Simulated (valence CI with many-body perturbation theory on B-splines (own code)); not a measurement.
Results of a calculation; reference values are marked as such.
Hyperfine factors and g values of Pr XLVII

Method: relativistic CI+MBPT: three valence electrons over a frozen Dirac-Fock core [Ne], radial functions for each j: 11 s, 11 p, 9 d, 7 f, 5 g, 2 h, 1 i, with the one-electron correlation potential Σ1 (screened to all orders), the two-electron term Σ2, the three-electron term Σ3, Breit, model QED; selected single and double excitations, second order for the rest (own B-spline code, finite nucleus).

The last digits are not significant, and no measured levels were compared; by estimate large intervals hold to a few tenths of a per cent, small ones and those within an open d or f shell to about a per cent.

A/g_I is the dipole constant over the nuclear g factor μ/I (μ in nuclear magnetons, uniformly magnetised nucleus), B/Q the quadrupole constant per barn. Both hold the static response of the core; the bare values leave it out. Large factors of s and p1/2 electrons are usually good to 5 to 10 %; those of open d and f shells near neutrality can be off by tens of per cent, and small factors of p3/2, d and f electrons come from cancelling terms and can be off by a factor of two or in sign, in half-filled shells by more. B is blank for J = 1/2, where it vanishes, and for nearly pure S terms. Energies count from the lowest level.

Levels are named by their leading jj configuration (3d3/2^4 stands for four electrons in 3d with j = 3/2), which in mixed levels can hold well under half, so a name can repeat and another be missing. Letters in brackets count levels of one name in rising energy.

```tsv
Level	E (× 10³ cm⁻¹)	g	A/g_I (MHz)	A/g_I bare	B/Q (MHz/b)	B/Q bare
(3s^2 3p1/2) J=1/2	0.00	0.655	683000	668000		
(3s 3p1/2^2) J=1/2	941.10	2.235	2050000	2000000		
(3s^2 3p3/2) J=3/2	1007.7	1.326	101000	100000	191000	188000
(3s 3p1/2 3p3/2) J=3/2 [a]	1781.8	1.657	515000	506000	154000	152000
(3s 3p1/2 3p3/2) J=5/2	1885.7	1.362	606000	593000	122000	120000
(3s 3p1/2 3p3/2) J=3/2 [b]	2023.1	0.945	34900	36200	125000	124000
(3s 3p1/2 3p3/2) J=1/2	2088.7	1.208	-651000	-631000		
(3s^2 3d3/2) J=3/2	2412.0	0.835	29300	31200	32300	33300
(3s^2 3d5/2) J=5/2	2572.7	1.242	86400	86500	14900	16500
(3s 3p3/2^2) J=5/2	2902.1	1.373	464000	455000	97000	95600
(3p1/2^2 3p3/2) J=3/2	2969.8	1.223	71500	73400	154000	152000
(3s 3p1/2 3d3/2) J=3/2 [a]	3082.6	0.556	-158000	-153000	53500	53800
(3s 3p3/2^2) J=1/2	3100.5	1.867	2130000	2080000		
(3s 3p3/2^2) J=3/2	3142.8	1.198	-297000	-285000	-49800	-49000
(3s 3p1/2 3d3/2) J=5/2	3157.4	1.043	553000	541000	-1.94	1540
(3s 3p1/2 3d3/2) J=1/2	3314.6	0.365	-828000	-805000		
(3s 3p1/2 3d3/2) J=3/2 [b]	3332.7	1.317	461000	453000	29000	28900
(3s 3p1/2 3d5/2) J=5/2 [a]	3395.7	1.347	198000	196000	30600	32000
(3s 3p1/2 3d5/2) J=7/2	3461.1	1.251	405000	398000	-4480	-2310
(3s 3p1/2 3d5/2) J=5/2 [b]	3529.5	1.067	42000	43300	42700	43600
(3s 3p1/2 3d5/2) J=3/2	3557.3	1.158	-341000	-329000	-1600	-375
(3p1/2 3p3/2^2) J=5/2	3953.2	1.137	244000	240000	47600	47100
(3p1/2 3p3/2^2) J=3/2	3989.1	1.344	-16800	-12000	36500	36100
(3p1/2 3p3/2^2) J=1/2	4062.5	0.670	694000	676000		
(3s 3p3/2 3d3/2) J=3/2 [a]	4181.4	1.334	318000	313000	-10700	-11500
(3s 3p3/2 3d3/2) J=5/2 [a]	4188.8	1.266	276000	272000	50300	49000
(3s 3p3/2 3d3/2) J=1/2 [a]	4189.6	2.298	1000000	981000		
(3s 3p3/2 3d3/2) J=7/2	4211.2	1.285	349000	343000	151000	149000
(3p1/2^2 3d3/2) J=3/2	4246.0	0.762	56300	56100	29300	30500
(3s 3p3/2 3d5/2) J=9/2	4284.3	1.326	283000	279000	235000	233000
(3s 3p3/2 3d3/2) J=3/2 [b]	4355.7	1.011	-18300	-15200	-103000	-101000
(3s 3p3/2 3d5/2) J=5/2 [a]	4427.9	1.337	410000	402000	-90200	-88400
(3s 3p3/2 3d3/2) J=5/2 [b]	4480.8	0.940	-71600	-67300	129000	129000
(3s 3p3/2 3d3/2) J=1/2 [b]	4500.6	0.610	199000	195000		
(3s 3p3/2 3d5/2) J=7/2 [a]	4503.1	1.190	140000	138000	180000	179000
(3s 3p3/2 3d5/2) J=3/2 [a]	4503.5	1.165	-88500	-82800	-97600	-96000
(3p1/2^2 3d5/2) J=5/2	4546.4	1.194	17400	20300	24200	25800
(3s 3p3/2 3d5/2) J=7/2 [b]	4607.2	1.195	54600	55900	130000	130000
(3s 3p3/2 3d5/2) J=1/2	4675.4	0.683	-462000	-450000		
(3s 3p3/2 3d5/2) J=3/2 [b]	4730.8	1.303	491000	481000	59400	59400
```

(1) Take the isotope of mass number 141, with I = 5/2, μ = 4.266 μN and Q = -0.0589 b. What is the hyperfine structure of (3s 3p1/2^2) J=1/2?

Results:

(1) From the table A = 3500000 MHz. Shifts from the centre of gravity in MHz: F = 2: -6120000, F = 3: 4380000.
